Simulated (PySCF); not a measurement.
B3LYP has the VWN-RPA correlation part, as in Gaussian. Delta-SCF ions had no search for a lower state. Excitations are Tamm–Dancoff values on a coarser integration grid. The basis has no diffuse functions, so Rydberg states are missing or too high.

H6FN3Si, SMILES `N[Si](F)(N)N` (charge 0, multiplicity 1)

Calculation: PySCF with B3LYP-D3(BJ)/def2-TZVP.

| Property | Value |
|---|---|
| HOMO | -7.21 eV |
| dipole moment | 1.45 D |
| HOMO–LUMO gap | 7.69 eV |
| LUMO | 0.49 eV |
| S1 excitation (TDA) | 6.72 eV |
| S1 oscillator strength | 0.049 |
| T1 excitation (TDA) | 6.32 eV |
| S1–T1 gap (TDA) | 0.40 eV |
| vertical ionisation energy (Delta-SCF) | 9.48 eV |
| total energy | -557.5532 Ha |
| cost | around 90 core-seconds (rough) |

```xyz
11

N     -0.8867    -1.3001    -0.4163
Si    -0.1330     0.0475     0.2993
N     -0.3981     1.4440    -0.6365
N      1.5347    -0.2335     0.4895
F     -0.7813     0.2792     1.7588
H     -1.1623    -2.1194     0.0983
H     -1.3599    -1.2152    -1.2989
H     -1.2435     1.9877    -0.5932
H      0.3746     1.9537    -1.0282
H      2.1019     0.2396     1.1726
H      1.9536    -1.0835     0.1546
```
Charge 0, spin multiplicity 1.
